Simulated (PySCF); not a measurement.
A structure optimised at B3LYP-D3(BJ)/def2-SVP, used in a PySCF frequency run:

```
Si
F 1 1.6256
N 1 1.7009 2 114.10
H 3 1.0148 1 121.81 2 77.46
H 3 1.0150 4 112.46 1 157.48
H 1 1.4746 2 106.44 3 -122.43
Cl 1 2.0633 6 112.11 2 114.95
```
Charge 0, spin multiplicity 1.

Problem. Write its SMILES and formula.

Solution. N[SiH](F)Cl, ClFH3NSi

Problem. What are its rotational constants (standard atomic weights)?

Solution. 6.2060, 3.4284, 2.4504 GHz
